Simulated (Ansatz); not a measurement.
`[AlH2][C@H]1C[Si@@H]1S`, relaxed with RKS PBE0-D4/def2-TZVP in the Gaussian-basis code of Ansatz from a PBE-D4/def2-SVP geometry. The force threshold is 0.005 eV/Å; the program also tests the step.

Charge 0, multiplicity 1.

Start:

```xyz
12

Al   -0.398    1.807    1.207
C    -0.573    0.657   -0.335
C     0.525    0.196   -1.307
Si    0.339   -0.957    0.150
S    -0.831   -2.746    0.023
H    -1.695    2.073    2.109
H     1.055    2.353    1.613
H    -1.606    0.421   -0.656
H     0.194   -0.172   -2.294
H     1.447    0.803   -1.357
H     1.351   -0.891    1.252
H     0.193   -3.544   -0.406
```

(1) By how much does the energy fall, and how many steps does the optimiser take? (Estimate.)

(2) Which bonds change most? (Best estimate.)

(3) Give the relaxed structure. (Estimate.)

Results:

(1) Computed: 5.49 kJ/mol, in 9 steps, 1 of them rejected.

(2) Ansatz gave: C2–Si4 from 1.916 to 1.876 Å; C3–Si4 from 1.867 to 1.834 Å; Si4–S5 from 2.142 to 2.117 Å; S5–H12 from 1.367 to 1.345 Å.

(3) Computed: 
```xyz
12

Al   -0.393    1.814    1.194
C    -0.578    0.626   -0.294
C     0.523    0.186   -1.279
Si    0.315   -0.968    0.131
S    -0.807   -2.753   -0.054
H    -1.669    2.136    2.080
H     1.051    2.358    1.576
H    -1.594    0.424   -0.633
H     0.181   -0.143   -2.255
H     1.414    0.806   -1.325
H     1.311   -0.956    1.226
H     0.247   -3.530   -0.367
```
